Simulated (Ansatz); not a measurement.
Species: C4H11Si, net charge 0, doublet state. It need not be the lowest isomer of its formula. SMILES: CC(C)(C)[SiH2]
Geometry from a B3LYP-D3(BJ)/def2-TZVP (Ansatz, a first-principles code) optimisation:
```
C
C 1 1.5347
H 2 1.0919 1 111.67
H 2 1.0922 3 107.93 1 123.18
H 2 1.0950 3 107.70 4 115.87
C 1 1.5347 2 109.88 3 -58.69
H 6 1.0919 1 111.67 2 58.69
H 6 1.0922 7 107.93 1 -123.18
H 6 1.0950 7 107.70 8 -115.87
C 1 1.5386 2 109.55 3 -179.09
H 10 1.0918 1 111.83 2 -59.03
H 10 1.0918 11 108.06 1 123.50
H 10 1.0963 11 107.60 12 115.91
Si 1 1.9106 2 109.85 3 62.27
H 14 1.4908 1 110.77 2 58.94
H 14 1.4908 15 109.05 1 -122.15
```
Charge 0, spin multiplicity 2.

Quantity: atomisation energy (electronic, to ground-state atoms), in kcal/mol. Correlated levels leave the core frozen unless marked. UHF or UKS for open shells. Spin-orbit coupling is left out. No relativistic terms. The coupled-cluster limit lacks core correlation, which all-electron functionals hold. CBS(X,Y): correlation extrapolated as X^-3; Hartree-Fock from the larger set. [CCSD(T)-MP2]/basis is that difference in the basis named.

```tsv
level	program	atomisation energy (kcal/mol)
HF/6-31G	Ansatz	1020.2
HF/cc-pV(T+d)Z	Ansatz	1076.4
PBE/def2-TZVPD	Ansatz	1420.7
r2SCAN/def2-TZVPD	Ansatz	1413.3
r2SCAN-D4/def2-TZVPD	Ansatz + dftd4	1415.6
B97M-V/def2-TZVPD	Ansatz	1412.7
B3LYP/def2-TZVPD	Ansatz	1398.8
PBE0/6-31G*	Ansatz	1414.6
BHLYP-D3(BJ)/def2-TZVPD	Ansatz + dftd3	1389.3
BHLYP-D4/def2-TZVPD	Ansatz + dftd4	1387.3
r2SCANh-D4/def2-TZVPD	Ansatz + dftd4	1411.6
CAM-B3LYP-D4/def2-TZVPD	Ansatz + dftd4	1417.5
CAM-B3LYP/def2-TZVPD	Ansatz	1409.9
B2PLYP-D3(BJ)/def2-TZVPD	Ansatz + dftd3	1398.7
RPA@PBE/cc-pV(T+d)Z	Ansatz	1329.6
MP2/cc-pV(T+d)Z	Ansatz	1389.4
SCS-MP2/STO-3G	Ansatz	1517.7
SCS-MP2/6-31G*	Ansatz	1286.1
CCSD/STO-3G	Ansatz	1528.2
CCSD(T)/cc-pwCVTZ	Ansatz	1383.1
RI-MP2/CBS(cc-pV(T+d)Z,cc-pV(Q+d)Z)+[CCSD(T)-MP2]/cc-pV(T+d)Z	Ansatz	1412.5
```
